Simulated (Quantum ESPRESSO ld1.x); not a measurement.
Ionisation ladder of caesium, from Cs to Cs5+. Each ion is in the ground configuration listed by NIST, and IE = E(next ion) - E(this ion). All-electron calculation, Dirac Kohn-Sham, relativistic LDA (MacDonald-Vosko exchange, VWN5 correlation), spin-unpolarised, spherical densities, point nucleus; open shells are shared between the two j in proportion to 2j + 1. Program: ld1.x of Quantum ESPRESSO 7.5.

species      configuration  IE, Delta-SCF (eV)  -e(HOMO) (eV)   HOMO
Cs                [Xe] 6s1               3.990          2.221  6s1/2
Cs+                   [Xe]                   ?         18.301  5p3/2
Cs2+     [Kr] 4d10 5s2 5p5              34.341         28.367  5p3/2
Cs3+     [Kr] 4d10 5s2 5p4                   ?         39.130  5p3/2
Cs4+     [Kr] 4d10 5s2 5p3              57.150         50.488  5p3/2
Cs5+     [Kr] 4d10 5s2 5p2                   ?         62.359  5p3/2

Estimate the withheld Delta-SCF values.

Answer. Cs+: 23.859 eV (NIST 23.157); Cs3+: 45.468 eV (NIST 43); Cs5+: 69.309 eV (NIST 69).

Beside tabulated values, note that spin-unpolarised runs miss the spin-polarisation part of the exchange energy of open shells.
